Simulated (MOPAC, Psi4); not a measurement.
Conformational energy of SMILES c1cc(C(C)C)c(cc1)O. Scanned: dihedral C1–C2–C4–C5; all other coordinates were relaxed at GFN2-xTB. Heavy atoms are numbered in the order of the SMILES CC(C)c1ccccc1O, hydrogens after them in the order of the atoms that carry them; the mirror image has the same energies with the sign of each dihedral reversed.

- PM6, restricted, heats of formation // GFN2-xTB (MOPAC)
- B3LYP-D3(BJ)/def2-SVP // GFN2-xTB (Psi4)
- PBE-D3(BJ)/def2-SVP // GFN2-xTB (Psi4)

Energies relative to the lowest point of each profile, in mEh:

```tsv
φ / °	PM6	B3LYP-D3(BJ)/def2-SVP
-165	5.8	10.3
-135	3.9	4.6
-120	2.1	1.3
-75	0.1	0.9
-45	0.2	0.9
-30	0.6	0.3
-15	1.2	0.3
15	4.4	5.8
60	5.1	7.7
75	4.0	5.5
105	1.3	1.1
135	1.7	1.9
```

Predict the corresponding PBE-D3(BJ)/def2-SVP column.

-165: 10.1; -135: 4.3; -120: 1.2; -75: 1.0; -45: 1.0; -30: 0.3; -15: 0.2; 15: 5.4; 60: 7.7; 75: 5.5; 105: 1.2; 135: 2.0 (mEh).
